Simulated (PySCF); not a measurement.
SMILES F[SiH](F)S[SiH](F)F (H₂F₄SSi₂), B3LYP/def2-SVP optimised geometry. Atoms within 1.6 Å of the plane z = 0.0 Å (x, y, z in Å): Si5 (-0.47, -0.76, 0.00), F6 (-0.99, -1.48, 1.34), F7 (-1.00, 0.76, 0.00), H9 (1.00, -0.76, 0.00).

Computed with B3LYP/def2-TZVP in PySCF. Cells within 0.4 Å of a nucleus heavier than hydrogen are left out (blank, or x).

Map of the log10 of the electron density (e/bohr³), floored at −4 on the plane z = 0.0 Å:

```
|0000000000000000000000000000000|
|0000000000000000000000000000000|
|0000000000000000000000000000000|
|0000000000000000000000000000000|
|0000000001111100000000000000000|
|0000000122222221000000000000000|
|0000012233444332100000000000000|
|0000122345555443210000000000000|
|0000123456666654321000000000000|
|0001234567888765432100000000000|
|0001245678999875432110000000000|
|0001345689xxx976543221100000000|
|0002345789xxx976543332210000000|
|0002345689xx9876554443321000000|
|0001345678998876655544332100000|
|0001234567888776666655433210000|
|0011234566778877777766543210000|
|001223445668xxx8777876543210000|
|001223445669xxx9788887643210000|
|011233455668xxx8778887543210000|
|0112334556679997777776543210000|
|0122344556667776666665543210000|
|0122344556666666665554432100000|
|0122334455566555555444322100000|
|0112334445555554444333221000000|
|0112233444444444333222110000000|
|0012233344444433322211000000000|
|0011222333333332211100000000000|
|0001122223332222110000000000000|
|0000111222222211100000000000000|
|0000001111111110000000000000000|
```
Scale: ten equal steps from -4.00 (start of '0') to -0.051 (end of '9'), in the order '0123456789'; x runs from -3.50 to 3.50, y from -3.50 (bottom) to 3.50 (top).
